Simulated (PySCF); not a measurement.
# Structure revision by computed shifts

A compound C₅H₁₂O₂Si₂ gives the data below (simulated from a calculation) and was assigned the structure `CCC1=C(OC)[SiH2][SiH2]O1`.

13C{1H} NMR (computed): δ 217.9 (CH), 87.0 (C), 53.8 (CH2), 21.8 (CH2, 2C).

1H NMR (500 MHz, computed): δ 10.39 (s, 1H), 4.53 (m, 1H), 4.53 (m, 1H), 4.00 (t, 3H), 3.40 (q, 2H), 1.59 (m, 2H), 1.58 (m, 2H).

Theoretical values (PySCF): structure optimised with GFN2-xTB, NMR shieldings at PBE0/pcSseg-1/GIAO. One conformer, in vacuum, relativity neglected, equivalent nuclei averaged.

References, each an isolated molecule treated in the same way: 1H (31.72 ppm), 13C (186.93 ppm) against TMS.

**Question.** Compare with the shifts computed for the proposed structure, pairing carbons in order of shift.

**Answer.** Atom-mapped SMILES (the numbers label the heavy atoms): `[CH3:1][CH2:2][C:3]1=[C:4]([O:5][CH3:6])[SiH2:7][SiH2:8][O:9]1` (H(Xn): hydrogen on atom n).

```
atom  computed for proposal  given list  difference
  C3                  168.2       217.9       -49.7
  C4                  140.5        87.0       +53.5
  C6                   62.3        53.8        +8.5
  C2                   28.0        21.8        +6.2
  C1                   15.0        21.8        -6.8
```

The rms difference is 33.1 ppm and the largest +53.5 ppm at C4 (alkene carbon bearing oxygen). The proposal also would give 5 carbon signals, not 4. The carbon types in order of shift don't match either: C, C, CH3, CH2, CH3 for the proposal against CH, C, CH2, CH2, CH2 in the data. The proposal doesn't fit.

**Question.** Which isomer fits?

**Answer.** `O=CC1(OC[SiH3])C[SiH2]C1`.

1. Carbon types of the structure: 1 × C, 1 × CH, 3 × CH2, leaving 5 H on heteroatoms.
2. δC 217.9: aldehyde carbonyl carbon; low-lying n→π* states of the double bond to the heteroatom give a large paramagnetic term (-284 ppm).
3. δC 87.0: fully substituted sp3 carbon bonded to O, α to a carbonyl; deshielded by the electronegative neighbour.
4. δC 53.8: sp3 CH2 bonded to O and Si; the inductive effect lowers its shielding.
5. δH 10.39: hydrogen on an aldehyde carbonyl carbon; deshielded by the polar, anisotropic C=O bond.

Other isomers checked: C=C(C)[Si@@H]1C[C@@H]1[SiH](O)O (rms 42.5 ppm); CC(C)O[Si@H](O)C#C[SiH3] (rms 43.3 ppm).

This is the structure that produced the data.

Shifts are as computed. Against solution values, carbons near 30 ppm lie about +3 ppm off and those near 130 ppm about +5 ppm. Of 1309 compounds with measured shifts, 239 miss one by over three times the rms of a fit or turn the order of signals round; such compounds aren't used in these exercises. No couplings were computed; multiplicities are counted from neighbouring protons, with m where these are inequivalent, close in shift, in a saturated or five-membered ring or joined by F or P, and br s for small geminal =CH2 splittings.
